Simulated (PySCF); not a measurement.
# Orbital picture of SnGe

r²SCANh at R = 2.586 Å; PySCF, scalar-relativistic core potentials, basis sets Sn cc-pVDZ-PP with ECP28, Ge cc-pVDZ-PP with ECP10. State: ³Σ⁻ (triplet), unpaired electrons π ↑↑. Only the outer orbitals are listed, counted within each symmetry, core potentials removing the inner ones.

```
spin  orbital  occ.  ε (eV)  on Sn (%)   main shells (%)
   α       7σ     1  -14.07         37  60 Ge s, 32 Sn s
   α       8σ     1  -10.64         62  60 Sn s, 33 Ge s
   α       5π     1   -5.68         48  51 Ge p, 47 Sn p
   α       5π     1   -5.68         48  51 Ge p, 47 Sn p
   α       9σ     1   -5.20         49  47 Ge p, 44 Sn p
   α       6π     0   -2.72         53  52 Sn p, 47 Ge p
   α       6π     0   -2.72         53  52 Sn p, 47 Ge p
   α      10σ     0    0.51         60  60 Sn p, 44 Ge p
   β       7σ     1  -12.84         39  58 Ge s, 35 Sn s
   β       8σ     1   -9.75         60  56 Sn s, 34 Ge s
   β       9σ     1   -4.90         49  48 Ge p, 44 Sn p
   β       5π     0   -3.49         55  55 Sn p, 44 Ge p
   β       5π     0   -3.49         55  55 Sn p, 44 Ge p
   β       6π     0   -1.40         46  54 Ge p, 44 Sn p
```

Question: Which are the highest filled and the lowest empty level, where do they sit, and how wide is the gap?

Answer: Highest filled β 9σ at -4.90 eV (in %: 48 Ge p, 44 Sn p); lowest empty β 5π at -3.49 eV (in %: 55 Sn p, 44 Ge p); the gap at r²SCANh is 1.41 eV.

| Quantity | Value |
| --- | --- |
| bond order (Mayer) | 1.98 |
| ⟨S²⟩ | 2.006 |
| charge on Sn (Mulliken, basis-dependent) | 0.08 |
| charge on Sn (Löwdin, basis-dependent) | 0.09 |
| dipole moment (positive dipole means Sn(−)Ge(+)) | -0.57 D |

Spin–orbit coupling is left out. The state was picked by a PBE0 search and need not be the measured ground state.
